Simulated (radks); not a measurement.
Values are calculated unless marked as measured or tabulated.
Question: Ionisation of neutral lutetium, [Xe] 4f14 5d1 6s2, to [Xe] 4f14 6s2 as the strength of local exchange is varied. Level of theory: scalar-relativistic Kohn-Sham, Slater X-alpha exchange (alpha = 2/3 is LDA exchange), no correlation, spin-polarised, spherical densities, finite nucleus; open shells are filled with parallel spins first (spin-orbit coupling, left out, can overturn this in heavy ions); Fermi nuclear charge, rms radius 5.37 fm (a radial shooting solver on a logarithmic mesh with Libxc functionals).

alpha  E(Lu) (hartree)  exchange (hartree)  IE (eV)  -e of the level emptied (eV)  <r> of it (bohr)
0.557      -14498.5594           -236.3836    3.644                    0.627 (5d)             3.383
0.667      -14545.5391           -284.0964    4.558                    1.266 (5d)             2.997
0.819      -14610.7363           -350.5741    5.980                    2.388 (5d)             2.668
0.959      -14671.0719           -412.3627    7.439                    3.618 (5d)             2.460
1.037      -14704.8057           -447.0194    8.310                    4.376 (5d)             2.367
x          -14548.1065           -286.7085    4.610                    1.306 (5d)             2.980

Which alpha was used in the last row?

Answer: alpha = 0.673. NIST Atomic Spectra Database: 5.426 eV (measured). The Delta-SCF value meets it near alpha = 0.76. Open shells are spherical and high-spin; term and fine-structure splittings are not resolved. Spin-orbit splitting is averaged out at the scalar-relativistic level.
